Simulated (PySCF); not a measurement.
This PySCF input asks for the NMR shieldings of SMILES CC(=C)[C@@H](C)OB(O)C#N, C6H10BNO2; the geometry comes from GFN2-xTB.

```python
import basis_set_exchange as bse
import numpy as np
from pyscf import gto, dft
from pyscf.prop import nmr

atoms = """
C    -2.093430   -0.419610    1.330293
C    -1.346325    0.063945    0.351440
C    -1.769728    1.208452   -0.513775
C     0.013592   -0.527828    0.042571
C     0.027268   -1.220930   -1.323361
O     0.972629    0.520029    0.051461
B     2.254386    0.407203    0.441668
O     2.881465   -0.696364    0.902104
C     3.092301    1.706793    0.342583
N     3.704895    2.671463    0.263733
H    -1.774394   -1.244533    1.945278
H    -3.064407   -0.011034    1.551628
H    -2.595261    1.748618   -0.059336
H    -2.091563    0.844504   -1.489216
H    -0.931111    1.885222   -0.662839
H     0.257453   -1.267985    0.821904
H    -0.747931   -1.981940   -1.358790
H    -0.149418   -0.491166   -2.108464
H     0.994464   -1.687196   -1.501132
H     2.359967   -1.496963    0.969214
"""
names = dict.fromkeys(["C", "O", "B", "N", "H"], "pcSseg-1")
basis = {el: gto.basis.parse(bse.get_basis(n, elements=[el], fmt="nwchem")) for el, n in names.items()}
mol = gto.M(atom=atoms, basis=basis, charge=0, verbose=0)
mf = dft.RKS(mol, xc="PBE0")
mf.grids.level = 2
mf.grids.alignment = dft.numint.BLKSIZE   # the property module wants whole blocks of grid points
mf.conv_tol = 1e-9
mf.kernel()

calc = nmr.RKS(mf)   # GIAO
C = mf.mo_coeff
Co = C[:, mf.mo_occ > 0]
resp = mf.gen_response(singlet=True, hermi=2)
def vind(x):   # induced exchange potential for any number of trial vectors
    d = np.einsum("pi,xij,qj->xpq", C, 2 * x.reshape(-1, C.shape[1], Co.shape[1]), Co, optimize=True)
    return np.einsum("xpq,pi,qj->xij", resp(d - d.transpose(0, 2, 1)), C, Co, optimize=True).ravel()
mo1, _ = nmr.rhf.solve_mo1(calc, with_cphf=vind)
sigma = calc.kernel(mo1)
for i, s in enumerate(sigma):   # ppm
    w = np.linalg.eigvalsh((s + s.T) / 2)
    print("%2d %-2s iso %8.1f  s11 %8.1f  s22 %8.1f  s33 %8.1f" % (i, mol.atom_pure_symbol(i), w.mean(), *w))
```

Q: What are the results?

A: 
```
 0 C  iso     68.7  s11    -33.2  s22     92.3  s33    146.9
 1 C  iso     30.9  s11    -91.0  s22     31.6  s33    152.1
 2 C  iso    169.3  s11    158.6  s22    162.2  s33    187.1
 3 C  iso    108.1  s11     86.2  s22    105.0  s33    133.1
 4 C  iso    161.8  s11    136.6  s22    163.0  s33    185.8
 5 O  iso    168.2  s11     44.2  s22    181.0  s33    279.4
 6 B  iso     86.0  s11     61.4  s22     93.8  s33    102.8
 7 O  iso    217.8  s11    101.5  s22    237.7  s33    314.1
 8 C  iso     61.5  s11    -55.1  s22    -48.6  s33    288.3
 9 N  iso    -71.8  s11   -280.0  s22   -238.1  s33    302.6
10 H  iso     26.5  s11     23.2  s22     25.2  s33     31.1
11 H  iso     26.5  s11     23.8  s22     25.0  s33     30.8
12 H  iso     29.9  s11     25.8  s22     28.2  s33     35.6
13 H  iso     29.7  s11     25.4  s22     28.6  s33     35.3
14 H  iso     29.1  s11     23.6  s22     30.0  s33     33.6
15 H  iso     27.3  s11     24.3  s22     27.7  s33     29.9
16 H  iso     30.7  s11     26.8  s22     28.3  s33     37.1
17 H  iso     29.9  s11     26.2  s22     29.6  s33     33.9
18 H  iso     30.5  s11     26.3  s22     29.4  s33     35.7
19 H  iso     27.3  s11     20.3  s22     26.1  s33     35.5
```

These numbers come from an equivalent density-fitted implementation of the same equations, which agrees with the script to about 0.01 ppm for H and up to a few tenths of a ppm for heavy atoms, so last digits may differ.

Size and cost of the density-fitted run: 220 basis functions, 84 s wall time on 1 thread of an Arm Neoverse N1, shared host; peak memory 0.98 GiB.
